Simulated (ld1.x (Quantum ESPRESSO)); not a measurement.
**Reading a pseudo-wave (sulfur (S))**

Columns: radius, all-electron u(r) and pseudo u(r) of the 3p shell (level -16.81 eV) of sulfur in the configuration [Ne] 3s2 3p3; PBE, non-relativistic, RRKJ scheme, ld1.x (Quantum ESPRESSO) 7.5.

| r (bohr) | all-electron | pseudo |
| --- | --- | --- |
| 0.072 | 0.1120 | -0.0028 |
| 0.145 | 0.2628 | -0.0116 |
| 0.217 | 0.3452 | -0.0267 |
| 0.290 | 0.3539 | -0.0495 |
| 0.362 | 0.3055 | -0.0802 |
| 0.435 | 0.2189 | -0.1199 |
| 0.507 | 0.1129 | -0.1675 |
| 0.580 | -0.0031 | -0.2234 |
| 0.652 | -0.1176 | -0.2844 |
| 0.725 | -0.2282 | -0.3500 |
| 0.798 | -0.3300 | -0.4167 |
| 0.870 | -0.4200 | -0.4808 |
| 0.942 | -0.4990 | -0.5408 |
| 1.015 | -0.5679 | -0.5956 |
| 1.088 | -0.6258 | -0.6431 |
| 1.160 | -0.6724 | -0.6823 |
| 1.232 | -0.7092 | -0.7140 |
| 1.305 | -0.7372 | -0.7389 |
| 1.378 | -0.7567 | -0.7569 |
| 1.450 | -0.7684 | -0.7684 |
| 1.522 | -0.7736 | -0.7736 |
| 1.595 | -0.7731 | -0.7731 |
| 1.668 | -0.7675 | -0.7675 |
| 1.740 | -0.7578 | -0.7578 |
| 1.812 | -0.7446 | -0.7446 |
| 1.885 | -0.7283 | -0.7283 |

Question: How many radial nodes do the two functions have?

Answer: The all-electron 3p function has n − l − 1 = 1; the pseudo-wave has 0, since the states of the same l below it are removed with the core.

Question: At about which radius was the pseudo-wave matched?

Answer: 1.45 bohr, where the columns begin to agree (steps of 0.07 bohr).

Question: Where does each function peak?

Answer: Outermost all-electron maximum near 1.52 bohr, pseudo maximum near 1.52 bohr (to the table’s step).

Question: Is the pseudo-wave norm-conserving?

Answer: Yes: the RRKJ scheme keeps the norm inside the radius equal to the all-electron one, which fixes the energy derivative of the logarithmic derivative at the level.
